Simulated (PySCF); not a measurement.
**UHF on Ar+ (argon, charge +1)**

Configuration: [Ne] 3s2 3p5, 2P determinant. Computed with PySCF 2.14 in x2c-TZVPall (5s5p2d1f, 37 functions), with the spin-free X2C one-electron Hamiltonian (Gaussian nucleus).

| Quantity | Value |
| --- | --- |
| Total energy | -528.079026 hartree |
| One-electron energy | -721.8726 hartree |
| Hartree (Coulomb) energy | 223.8121 hartree |
| Exchange energy | -30.0185 hartree |
| ⟨S²⟩ | 0.7587 |
| ⟨L²⟩ | 2.031 |
| Sum of ⟨r⟩ | 13.80 bohr |
| Sum of ⟨r²⟩ | 20.27 bohr² |
| Traceless quadrupole moment −½Σ⟨3z² − r²⟩ along its main axis | 1.17 e·bohr² |
| Langevin diamagnetic susceptibility | -16.1 ×10⁻⁶ cm³/mol |
| Time after the integrals | 0.08 s of wall time on 1 thread of Neoverse-V2 (shared host) |

| shell | electrons | mean orbital energy (eV) | spread (eV) | rms radius, mean of both spins (bohr) |
| --- | --- | --- | --- | --- |
| 1s α | 1 | -3255.0 | 0 | 0.0991 |
| 1s β | 1 | -3254.5 | 0 | 0.0991 |
| 2s α | 1 | -351.86 | 0 | 0.446 |
| 2s β | 1 | -351.48 | 0 | 0.446 |
| 2p α | 3 | -274.85 | 0.838 | 0.417 |
| 2p β | 3 | -274.13 | 0.688 | 0.417 |
| 3s α | 1 | -48.844 | 0 | 1.48 |
| 3s β | 1 | -45.029 | 0 | 1.48 |
| 3p α | 3 | -29.156 | 2.461 | 1.70 |
| 3p β | 2 | -27.634 | 0 | 1.70 |

Densities and radii are taken from the X2C orbitals without a picture-change correction, which distorts them close to the nucleus.
